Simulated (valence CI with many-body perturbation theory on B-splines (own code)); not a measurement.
Values are calculated unless marked as measured or tabulated.
Hyperfine factors and g values of Zr³⁴⁺

Method: relativistic CI+MBPT: four valence electrons over a frozen Dirac-Fock core [He], radial functions for each j: 11 s, 11 p, 10 d, 8 f, 5 g, 2 h, with the one-electron correlation potential Σ1, the two-electron term Σ2, the three-electron term Σ3, Breit, model QED; selected CI, second order for the rest, scaled by the run's own slope (own B-spline code, finite nucleus).

The last digits are not significant, and no measured levels were compared; by estimate large intervals hold to a few tenths of a per cent, small ones and those within an open d or f shell to about a per cent. Among the levels kept, up to 970 cm⁻¹ of a level comes from second order outside the variational space, and about a tenth of that is noise between levels of different J, which matters for small intervals.

A/g_I is the dipole constant over the nuclear g factor μ/I (μ in nuclear magnetons, uniformly magnetised nucleus), B/Q the quadrupole constant per barn. Both hold the static response of the core; the bare values leave it out. Large factors of s and p1/2 electrons are usually good to 5 to 10 %; those of open d and f shells near neutrality can be off by tens of per cent, and small factors of p3/2, d and f electrons come from cancelling terms and can be off by a factor of two or in sign, in half-filled shells by more. B is blank for J = 1/2, where it vanishes, and for nearly pure S terms. Energies count from the lowest level. Levels with J = 0 are left out.

Levels are named by their leading jj configuration (3d3/2^4 stands for four electrons in 3d with j = 3/2), which in mixed levels can hold well under half, so a name can repeat and another be missing. Letters in brackets count levels of one name in rising energy.

```csv
Level,E (eV),g,A/g_I (MHz),A/g_I bare,B/Q (MHz/b),B/Q bare
(2s^2 2p1/2 2p3/2) J=1,82.0,1.492,-23300,-16600,108000,108000
(2s^2 2p1/2 2p3/2) J=2,93.7,1.211,248000,250000,141000,141000
(2s^2 2p3/2^2) J=2,183.9,1.270,124000,127000,74100,74300
(2s 2p1/2^2 2p3/2) J=2,198.4,1.751,568000,568000,113000,113000
(2s 2p1/2^2 2p3/2) J=1,245.3,0.963,-318000,-306000,179000,179000
(2s 2p1/2 2p3/2^2) J=2 [a],282.3,1.434,450000,447000,194000,195000
(2s 2p1/2 2p3/2^2) J=3,304.1,1.323,539000,535000,-357,-374
(2s 2p1/2 2p3/2^2) J=1 [a],336.3,1.270,169000,173000,-186000,-187000
(2s 2p1/2 2p3/2^2) J=2 [b],345.5,1.143,54800,61700,-140000,-140000
(2s 2p1/2 2p3/2^2) J=1 [b],353.3,1.483,566000,564000,51100,51200
(2s 2p3/2^3) J=2,417.4,1.302,586000,580000,-171000,-171000
(2s 2p3/2^3) J=1,455.6,1.247,-330000,-314000,-42000,-42200
(2p1/2^2 2p3/2^2) J=2,482.1,1.368,103000,111000,58400,58500
(2p1/2 2p3/2^3) J=1,570.3,1.492,-34600,-22900,-106000,-107000
(2p1/2 2p3/2^3) J=2,583.6,1.113,254000,256000,-272000,-273000
(2s^2 2p1/2 3s) J=1,2559.8,1.340,637000,630000,-10400,-10400
(2s^2 2p1/2 3p1/2) J=1,2596.1,0.664,437000,433000,-2270,-2270
(2s^2 2p1/2 3p3/2) J=1,2628.5,1.489,-45700,-44200,31100,31100
(2s^2 2p1/2 3p3/2) J=2,2631.2,1.170,195000,194000,51500,51600
(2s^2 2p3/2 3s) J=2,2653.5,1.489,232000,233000,216000,216000
(2s^2 2p3/2 3s) J=1,2658.3,1.141,1740,8820,120000,120000
(2s^2 2p1/2 3d3/2) J=2,2665.0,0.757,185000,184000,18800,19000
(2s 2p1/2^2 3s) J=1,2665.4,2.219,1140000,1130000,-7620,-7640
(2s^2 2p1/2 3d3/2) J=1,2678.3,0.821,-113000,-113000,2930,3010
(2s^2 2p1/2 3d5/2) J=2,2680.6,1.275,-92000,-91200,6760,6920
(2s^2 2p1/2 3d5/2) J=3,2681.3,1.113,118000,117000,1390,1580
(2s^2 2p3/2 3p1/2) J=1,2699.2,1.411,107000,113000,105000,105000
(2s^2 2p3/2 3p1/2) J=2,2701.9,1.214,142000,145000,188000,188000
(2s 2p1/2^2 3p1/2) J=1,2705.3,1.568,962000,950000,-6480,-6490
(2s^2 2p3/2 3p3/2) J=3,2719.0,1.331,97700,100000,281000,281000
(2s^2 2p3/2 3p3/2) J=1,2719.9,1.437,86800,89900,-103000,-103000
```

Question: Take the isotope of mass number 91, with I = 5/2, μ = -1.3022 μN and Q = -0.176 b. What is the hyperfine structure of (2s^2 2p3/2^2) J=2?

Answer: From the table A = -64400 MHz, B = -13000 MHz. Shifts from the centre of gravity in MHz: F = 1/2: 442000, F = 3/2: 351000, F = 5/2: 196000, F = 7/2: -26700, F = 9/2: -325000.
